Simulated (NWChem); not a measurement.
Species: GeSiH4, singlet; SMILES [SiH3][GeH]

Computed with NWChem. Low-valent species are run as closed-shell singlets; no triplet was tried in these runs. Coordinates come from a PBE0/def2-SVP optimisation. Vertical excitations in the gas phase; the lowest state need not have the same character in each row.

```csv
level,"lowest excitation, singlet (eV)",oscillator strength of that lowest state,orbital gap (eV)
"PBE/def2-SVP, full TDDFT",1.92,0.003,1.54
"B3LYP/def2-SVP, full TDDFT",1.91,0.003,2.93
"PBE0/def2-SVP, full TDDFT",1.96,0.004,3.34
"LDA (Slater exchange, VWN5)/def2-SVP, full TDDFT",1.85,0.002,1.43
```
